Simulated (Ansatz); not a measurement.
`IB1C[SiH2]1` and `BrB1C[SiH2]1` differ in one element.

Ansatz, PBE0-D4/def2-TZVP geometries, multiplicity 1. 

Elements past krypton have def2 core potentials. Scalar relativity is left out up to krypton.

| property | `IB1C[SiH2]1` |
| --- | --- |
| size of the dipole moment (B3LYP/def2-TZVPP) / D | 1.38 |
| HOMO–LUMO gap (PBE0/def2-TZVPP) / eV | 4.72 |
| HOMO energy (B3LYP/def2-TZVPP) / eV | -6.52 |
| zero-point energy (PBE0-D4/def2-TZVP) / kJ/mol | 120.6 |
| LUMO energy (B3LYP/def2-TZVPP) / eV | -2.13 |
| ideal-gas entropy at 298 K and 1 bar (rigid rotor, harmonic PBE0-D4/def2-TZVP) / J/(mol·K) | 331 |

(1) What does the change do to each property? (An estimate is asked.)

Results:

(1) Ansatz gave: 
```csv
property,`BrB1C[SiH2]1`,shift
size of the dipole moment (B3LYP/def2-TZVPP) / D,1.40,0.02
HOMO–LUMO gap (PBE0/def2-TZVPP) / eV,4.97,0.25
HOMO energy (B3LYP/def2-TZVPP) / eV,-6.66,-0.14
zero-point energy (PBE0-D4/def2-TZVP) / kJ/mol,121.3,0.7
LUMO energy (B3LYP/def2-TZVPP) / eV,-2.02,0.11
"ideal-gas entropy at 298 K and 1 bar (rigid rotor, harmonic PBE0-D4/def2-TZVP) / J/(mol·K)",323,-8
```

With PBE0 the HOMO falls by 0.13 eV and the LUMO rises by 0.13 eV, so the gap widens by about 0.26 eV. PBE moves the HOMO by -0.09 eV and ωB97M-V by -0.16 eV. Dipoles are sizes alone; their direction can turn.

B3LYP here is the variant with VWN-RPA as its local correlation; programs differ in this.

Spin–orbit coupling is left out; it splits and shifts lone-pair levels of the heavy atoms by tenths of an eV.
